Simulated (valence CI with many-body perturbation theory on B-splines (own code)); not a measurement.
Values are calculated unless marked as measured or tabulated.
**Pb42+: magnetic and hyperfine properties of the levels**

Method: configuration interaction combined with many-body perturbation theory (CI+MBPT): four valence electrons over a frozen Dirac-Fock core [Kr], a basis of 7 s, 7 p, 8 d, 6 f, 4 g, 1 h functions for each j, with the one-electron correlation potential Σ1 (screened to all orders), the two-electron term Σ2, the three-electron term Σ3, Breit, model QED; selected single and double excitations, second order for the rest, scaled by the run's own slope (own B-spline code, finite nucleus).

No measured spectrum was set against this ion. As an estimate, large intervals hold to a few tenths of a per cent, small ones and those within an open d or f shell to about a per cent. The list stops below the first excitations out of the core.

A/g_I is the dipole constant over the nuclear g factor μ/I (μ in nuclear magnetons, uniformly magnetised nucleus), B/Q the quadrupole constant per barn. Both hold the static response of the core; the bare values leave it out. Large factors of s and p1/2 electrons are usually good to 5 to 10 %; those of open d and f shells near neutrality can be off by tens of per cent, and small factors of p3/2, d and f electrons come from cancelling terms and can be off by a factor of two or in sign, in half-filled shells by more. B is blank for J = 1/2, where it vanishes, and for nearly pure S terms. Energies count from the lowest level. Levels with J = 0 are left out.

Levels are named by their leading jj configuration (3d3/2^4 stands for four electrons in 3d with j = 3/2), which in mixed levels can hold well under half, so a name can repeat and another be missing. Letters in brackets count levels of one name in rising energy.

| Level | E (cm⁻¹) | g | A/g_I (MHz) | A/g_I bare | B/Q (MHz/b) | B/Q bare |
| --- | --- | --- | --- | --- | --- | --- |
| (4d3/2^3 4d5/2) J=1 | 221200 | 1.496 | -3960 | -2530 | 7540 | 7240 |
| (4d3/2^3 4d5/2) J=4 | 267760 | 1.065 | 24300 | 24200 | 1700 | 1430 |
| (4d3/2^3 4d5/2) J=2 | 275280 | 1.205 | 15900 | 16300 | 23900 | 23100 |
| (4d3/2^3 4d5/2) J=3 | 287170 | 1.119 | 21700 | 21800 | 19000 | 18300 |
| (4d3/2^2 4d5/2^2) J=2 [a] | 476820 | 1.287 | 5620 | 6320 | 14200 | 13700 |
| (4d3/2^2 4d5/2^2) J=4 [a] | 487760 | 1.146 | 19200 | 19400 | -10300 | -10100 |
| (4d3/2^2 4d5/2^2) J=3 [a] | 492160 | 1.181 | 15300 | 15600 | 3510 | 3370 |
| (4d3/2^2 4d5/2^2) J=5 | 509330 | 1.084 | 22000 | 21900 | 20600 | 19800 |
| (4d3/2^2 4d5/2^2) J=6 | 522640 | 1.072 | 23400 | 23400 | 26000 | 25000 |
| (4d3/2^2 4d5/2^2) J=1 | 523610 | 1.070 | 26100 | 26000 | 3640 | 3480 |
| (4d3/2^2 4d5/2^2) J=3 [b] | 536210 | 1.067 | 25200 | 25100 | 5210 | 5030 |
| (4d3/2^2 4d5/2^2) J=4 [b] | 540020 | 1.033 | 25200 | 25000 | -6060 | -5770 |
| (4d3/2^2 4d5/2^2) J=2 [b] | 544490 | 1.077 | 22900 | 22900 | 11000 | 10700 |
| (4d3/2^2 4d5/2^2) J=2 [c] | 589550 | 0.979 | 30800 | 30300 | -4000 | -3900 |
| (4d3/2^2 4d5/2^2) J=4 [c] | 606350 | 1.184 | 16800 | 17100 | 39600 | 38200 |
| (4d3/2^2 4d5/2^2) J=2 [d] | 649620 | 1.116 | 22300 | 22300 | -13500 | -13000 |
| (4d3/2 4d5/2^3) J=4 [a] | 742980 | 1.169 | 15600 | 15900 | -23000 | -22200 |
| (4d3/2 4d5/2^3) J=3 [a] | 746500 | 1.205 | 11600 | 12000 | 3040 | 3020 |
| (4d3/2 4d5/2^3) J=1 [a] | 764330 | 1.009 | 21500 | 21200 | 9880 | 9470 |
| (4d3/2 4d5/2^3) J=5 | 770920 | 1.139 | 18900 | 19000 | -14900 | -14400 |
| (4d3/2 4d5/2^3) J=6 | 775210 | 1.084 | 21700 | 21600 | 30100 | 29200 |
| (4d3/2 4d5/2^3) J=2 [a] | 798200 | 1.063 | 24600 | 24500 | 19300 | 18500 |
| (4d3/2 4d5/2^3) J=3 [b] | 805770 | 1.088 | 21700 | 21700 | 5210 | 5160 |
| (4d3/2 4d5/2^3) J=1 [b] | 855750 | 1.406 | 3850 | 4950 | -16400 | -15800 |
| (4d3/2 4d5/2^3) J=3 [c] | 856890 | 1.059 | 23700 | 23600 | 32200 | 31000 |
| (4d3/2 4d5/2^3) J=4 [b] | 861810 | 1.050 | 24000 | 23900 | 29700 | 28800 |
| (4d3/2 4d5/2^3) J=2 [b] | 872950 | 1.117 | 20500 | 20600 | -41700 | -40200 |
| (4d5/2^4) J=4 | 1033000 | 1.166 | 15500 | 15800 | -27400 | -26400 |
| (4d5/2^4) J=2 | 1067300 | 1.114 | 16400 | 16400 | 19600 | 18900 |

Problem. Take the isotope of mass number 207, with I = 1/2, μ = 0.5906 μN. What is the hyperfine structure of (4d3/2^2 4d5/2^2) J=3 [a]?

Solution. From the table A = 18100 MHz. Shifts from the centre of gravity in MHz: F = 5/2: -36200, F = 7/2: 27200.
